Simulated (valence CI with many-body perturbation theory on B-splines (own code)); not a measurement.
**E1 transitions of Nb³⁶⁺**

Calculated by valence CI with perturbative core correlation (CI+MBPT): three valence electrons over a frozen Dirac-Fock core [He], a basis of 11 s, 11 p, 10 d, 8 f, 5 g, 2 h functions for each j, with the one-electron correlation potential Σ1 (screened to all orders), the two-electron term Σ2, the three-electron term Σ3, Breit, model QED; selected single and double excitations, second order for the rest, scaled by the run's own slope (own B-spline code, finite nucleus).

The last digits are not significant, and no measured levels were compared; by estimate large intervals hold to a few tenths of a per cent, small ones and those within an open d or f shell to about a per cent.

Lines 101 to 150 of 593 in falling wavelength, among levels below 4084.6 eV, chosen from the strongest by gf and those to the six lowest levels. Wavelengths and rates use the calculated energies. Electric multipoles are in the length gauge, E1 and E2 with the static RPA response of the core. Weak lines are less certain than strong ones. Lines between different terms over intervals too small for the method are left out, as are lines whose strength nearly cancels. The highest levels of a list are the least certain.

Levels are named by their leading jj configuration (3d3/2^4 stands for four electrons in 3d with j = 3/2), which in mixed levels can hold well under half, so a name can repeat and another be missing. Letters in brackets count levels of one name in rising energy.

```
λ vac (Å)                          Upper                       Lower   A (s⁻¹)  S (a.u.)
    164.7  (2p1/2 2p3/2 3p3/2) J=5/2 [b]      (2p1/2 2p3/2 3s) J=5/2  4.45e+09  5.89e-02
    158.2  (2p1/2 2p3/2 3p3/2) J=1/2 [b]  (2p1/2 2p3/2 3s) J=3/2 [b]  1.54e+10  6.01e-02
    151.7      (2p3/2^2 3p3/2) J=3/2 [a]          (2p3/2^2 3s) J=3/2  1.78e+10  1.23e-01
    150.9     (2s 2p3/2 3p3/2) J=5/2 [a]         (2s 2p3/2 3s) J=5/2  6.17e+09  6.28e-02
    124.9         (2s 2p1/2 2p3/2) J=5/2          (2s^2 2p3/2) J=3/2  1.74e+09  1.00e-02
    102.1          (2p1/2^2 2p3/2) J=3/2  (2s 2p1/2 2p3/2) J=3/2 [b]  4.39e+09  9.21e-03
    100.2          (2p1/2^2 4f7/2) J=7/2      (2s 2p1/2 4f7/2) J=9/2  1.08e+10  4.30e-02
    98.71          (2p1/2^2 4d5/2) J=5/2      (2s 2p1/2 4d5/2) J=7/2  1.32e+10  3.75e-02
    77.83          (2p1/2^2 2p3/2) J=3/2      (2s 2p1/2 2p3/2) J=5/2  3.02e+10  2.81e-02
    68.28          (2p1/2^2 2p3/2) J=3/2  (2s 2p1/2 2p3/2) J=3/2 [a]  1.37e+10  8.58e-03
    66.51          (2p3/2^2 3d5/2) J=9/2  (2s 2p3/2 3d5/2) J=7/2 [b]  3.26e+10  4.74e-02
    65.31          (2p3/2^2 3p3/2) J=7/2  (2s 2p3/2 3p3/2) J=5/2 [b]  4.32e+10  4.75e-02
    63.70          (2p3/2^2 3p1/2) J=5/2  (2s 2p3/2 3p1/2) J=3/2 [b]  4.33e+10  3.32e-02
    63.65          (2p3/2^2 3d3/2) J=7/2  (2s 2p3/2 3d3/2) J=5/2 [b]  3.06e+10  3.11e-02
    61.06          (2p1/2 2p3/2^2) J=3/2      (2s 2p1/2 2p3/2) J=1/2  4.92e+10  2.21e-02
    60.82             (2s 2p3/2^2) J=5/2          (2s^2 2p3/2) J=3/2  2.48e+10  1.65e-02
    59.32          (2p1/2 2p3/2^2) J=3/2  (2s 2p1/2 2p3/2) J=3/2 [b]  1.51e+10  6.23e-03
    55.95                (2p3/2^3) J=3/2          (2s 2p3/2^2) J=3/2  1.54e+11  5.33e-02
    55.36          (2p1/2 2p3/2^2) J=5/2  (2s 2p1/2 2p3/2) J=3/2 [b]  5.13e+10  2.58e-02
    55.16      (2p3/2^2 3d5/2) J=5/2 [b]  (2s 2p3/2 3d5/2) J=5/2 [b]  6.34e+10  3.15e-02
    55.16      (2p1/2 2p3/2 3d5/2) J=9/2      (2s 2p1/2 3d5/2) J=7/2  3.74e+10  3.10e-02
    54.81      (2p1/2 2p3/2 3p3/2) J=7/2      (2s 2p1/2 3p3/2) J=5/2  5.10e+10  3.31e-02
    54.76  (2p1/2 2p3/2 3p3/2) J=5/2 [a]  (2s 2p1/2 3p3/2) J=3/2 [a]  5.02e+10  2.44e-02
    54.59          (2p3/2^2 3p3/2) J=5/2  (2s 2p3/2 3p3/2) J=5/2 [a]  5.06e+10  2.44e-02
    53.89     (2s 2p3/2 3d5/2) J=7/2 [b]          (2s^2 3d5/2) J=5/2  7.93e+10  4.90e-02
    53.48             (2p3/2^2 3s) J=1/2     (2s 2p3/2 3s) J=3/2 [b]  1.42e+11  2.14e-02
    53.40     (2s 2p3/2 4f5/2) J=5/2 [b]          (2s^2 4f5/2) J=5/2  1.01e+11  4.57e-02
    53.36     (2s 2p3/2 4f7/2) J=7/2 [b]          (2s^2 4f7/2) J=7/2  8.90e+10  5.34e-02
    53.33     (2s 2p3/2 4d5/2) J=7/2 [b]          (2s^2 4d5/2) J=5/2  8.85e+10  5.30e-02
    53.27      (2p3/2^2 3d5/2) J=5/2 [b]  (2s 2p3/2 3d5/2) J=7/2 [b]  8.53e+10  3.82e-02
    53.19     (2s 2p3/2 4p3/2) J=5/2 [b]          (2s^2 4p3/2) J=3/2  9.95e+10  4.44e-02
    53.19     (2s 2p3/2 3p3/2) J=5/2 [b]          (2s^2 3p3/2) J=3/2  9.02e+10  4.02e-02
    53.12     (2s 2p3/2 4f5/2) J=7/2 [b]          (2s^2 4f5/2) J=5/2  7.89e+10  4.67e-02
    53.11     (2s 2p3/2 4f7/2) J=9/2 [b]          (2s^2 4f7/2) J=7/2  8.78e+10  6.49e-02
    53.10      (2p1/2 2p3/2 3p1/2) J=5/2      (2s 2p1/2 3p1/2) J=3/2  5.11e+10  2.27e-02
    53.01     (2s 2p3/2 4d3/2) J=3/2 [b]          (2s^2 4d3/2) J=3/2  1.10e+11  3.23e-02
    52.94     (2s 2p3/2 4d3/2) J=5/2 [b]          (2s^2 4d3/2) J=3/2  8.76e+10  3.85e-02
    52.91      (2p3/2^2 3d3/2) J=3/2 [b]  (2s 2p3/2 3d3/2) J=5/2 [b]  9.15e+10  2.68e-02
    52.89     (2s 2p3/2 4p1/2) J=3/2 [b]          (2s^2 4p1/2) J=1/2  9.24e+10  2.70e-02
    52.88     (2s 2p3/2 4d5/2) J=5/2 [b]          (2s^2 4d5/2) J=5/2  1.09e+11  4.78e-02
    52.86      (2p3/2^2 3p3/2) J=3/2 [b]  (2s 2p3/2 3p3/2) J=5/2 [b]  8.54e+10  2.49e-02
    52.85     (2s 2p3/2 4f7/2) J=5/2 [b]          (2s^2 4f7/2) J=7/2  1.10e+11  4.79e-02
    52.82     (2s 2p3/2 4f5/2) J=3/2 [b]          (2s^2 4f5/2) J=5/2  1.13e+11  3.29e-02
    52.81     (2s 2p3/2 3d3/2) J=5/2 [b]          (2s^2 3d3/2) J=3/2  7.92e+10  3.45e-02
    52.75     (2s 2p3/2 4p3/2) J=3/2 [b]          (2s^2 4p3/2) J=3/2  1.12e+11  3.23e-02
    52.69        (2s 2p3/2 4s) J=3/2 [b]             (2s^2 4s) J=1/2  9.82e+10  2.83e-02
    52.54     (2s 2p3/2 4p3/2) J=1/2 [b]          (2s^2 4p3/2) J=3/2  1.31e+11  1.88e-02
    52.54     (2s 2p3/2 4d5/2) J=3/2 [b]          (2s^2 4d5/2) J=5/2  1.26e+11  3.61e-02
    52.48     (2s 2p3/2 4d3/2) J=1/2 [b]          (2s^2 4d3/2) J=3/2  1.31e+11  1.87e-02
    52.33     (2s 2p3/2 3d3/2) J=3/2 [b]          (2s^2 3d3/2) J=3/2  1.03e+11  2.90e-02
```
